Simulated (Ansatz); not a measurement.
Molecule: sum formula SiN2H4Cl (charge 0, doublet). It need not be the lowest isomer of its formula. 
Structure (B3LYP-D3(BJ)/def2-TZVP (Ansatz, a program for electronic structure) minimum search):
```xyz
8

N     -1.1522    -1.1475    -0.6682
Si     0.0434    -0.4737     0.3640
N      1.5387    -1.0877    -0.1891
Cl    -0.2446     1.6050     0.1904
H     -2.0534    -0.7032    -0.7529
H     -1.2144    -2.1498    -0.7668
H      2.3748    -1.0005     0.3652
H      1.7380    -1.1526    -1.1779
```
Charge 0, spin multiplicity 2.

Dipole moments at this geometry, in debye (magnitudes).

```tsv
level	program	dipole (D)
SVWN5/def2-TZVPD	Ansatz	2.41
BLYP/def2-TZVPD	Ansatz	2.33
revPBE/def2-TZVPD	Ansatz	2.36
r2SCAN/def2-TZVPD	Ansatz	2.38
BHLYP/def2-TZVPD	Ansatz	2.35
r2SCANh/def2-TZVPD	Ansatz	2.38
r2SCAN0/def2-TZVPD	Ansatz	2.38
CAM-B3LYP/def2-TZVPD	Ansatz	2.36
wB97M-V/def2-TZVPD	Ansatz	2.34
CCSD(T)/aug-cc-pV(D+d)Z	Ansatz	2.31
```
